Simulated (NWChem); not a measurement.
**Atomisation of H₄PSi**

```xyz
6

Si    -0.9886    -0.3481     0.0849
P      1.1041     0.4855    -0.1142
H     -1.1904    -0.9440     1.4433
H     -1.9794     0.7509    -0.1145
H     -1.2297    -1.4117    -0.9407
H      1.6789    -0.8051     0.1362
```
Charge 0, spin multiplicity 2.

Program: NWChem. All single points use one geometry, from UPBE0/def2-SVP, a minimum by its harmonic frequencies.

Basis set: def2-TZVP. The atomisation energy is electronic alone: no zero-point, thermal, spin-orbit or counterpoise terms. No value is extrapolated to the basis-set limit. Free atoms are single determinants with multiplicities Si 3, P 4, H 2. Correlated methods freeze the same cores in atoms and molecule, 10 orbitals in all.

The cost column gives rough processor time relative to BLYP; each entry includes its own SCF. Costs are the molecule's.

B3LYP has NWChem's definition, with VWN1-RPA local correlation. GW and range-separated runs recompute their integrals, the others keep them in memory, which bears on the times. The structure started from a generated list of species. The stability of the SCF solutions was not checked. Open-shell Hartree-Fock references start from PBE0 orbitals; any time given for them includes that run.

| method | atomisation energy (kcal/mol) | relative cost |
|---|---|---|
| B3LYP | ? | under 3 |
| BHandHLYP | 366.9 | under 3 |
| CAM-B3LYP | 371.9 | 7 |
| PBE0 | ? | under 3 |
| BLYP | 365.3 | 1 |
| MP2 | 342.0 | under 3 |
| PBE | 365.9 | under 3 |
| HF | 274.4 | under 3 |

**Question.** Complete the blanks.

**Answer.** 
- B3LYP, atomisation energy (kcal/mol): 370.5
- PBE0, atomisation energy (kcal/mol): 364.9
